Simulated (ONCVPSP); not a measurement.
**An all-electron radial function and its pseudo partner (Bi)**

Columns: radius, all-electron u(r) and pseudo u(r) of the 5d shell (level -54.82 eV) of bismuth in the configuration [Kr] 4d10 4f14 5s2 5p6 5d10 6s2; PBE, scalar-relativistic, ONCV scheme, ONCVPSP 4.0.1.

| r (bohr) | all-electron | pseudo |
| --- | --- | --- |
| 0.088 | 0.3493 | 0.0034 |
| 0.175 | 0.0317 | 0.0257 |
| 0.262 | -0.4293 | 0.0805 |
| 0.350 | -0.5070 | 0.1746 |
| 0.438 | -0.2808 | 0.3034 |
| 0.525 | 0.0549 | 0.4528 |
| 0.612 | 0.3826 | 0.6075 |
| 0.700 | 0.6511 | 0.7520 |
| 0.788 | 0.8415 | 0.8705 |
| 0.875 | 0.9577 | 0.9534 |
| 0.962 | 1.0144 | 0.9995 |
| 1.050 | 1.0257 | 1.0113 |
| 1.138 | 1.0041 | 0.9938 |
| 1.225 | 0.9609 | 0.9547 |
| 1.312 | 0.9043 | 0.9010 |
| 1.400 | 0.8394 | 0.8378 |
| 1.487 | 0.7720 | 0.7714 |
| 1.575 | 0.7036 | 0.7034 |
| 1.662 | 0.6378 | 0.6377 |
| 1.750 | 0.5744 | 0.5743 |
| 1.838 | 0.5149 | 0.5148 |
| 1.925 | 0.4603 | 0.4602 |
| 2.012 | 0.4101 | 0.4101 |
| 2.100 | 0.3639 | 0.3638 |
| 2.188 | 0.3220 | 0.3219 |
| 2.275 | 0.2846 | 0.2846 |

Q: How many radial nodes do the two functions have?

A: The all-electron 5d function has n − l − 1 = 2; the pseudo-wave has 0, since the states of the same l below it are removed with the core.

Q: At about which radius was the pseudo-wave matched?

A: 1.75 bohr. The columns agree to 0.0005 from 1.57 bohr on; several derivatives are matched, so the curves merge somewhat inside the radius.

Q: Where does each function peak?

A: Outermost all-electron maximum near 1.05 bohr, pseudo maximum near 1.05 bohr (to the table’s step).

Q: Is the pseudo-wave norm-conserving?

A: Yes: the ONCV scheme keeps the norm inside the radius equal to the all-electron one, which fixes the energy derivative of the logarithmic derivative at the level.
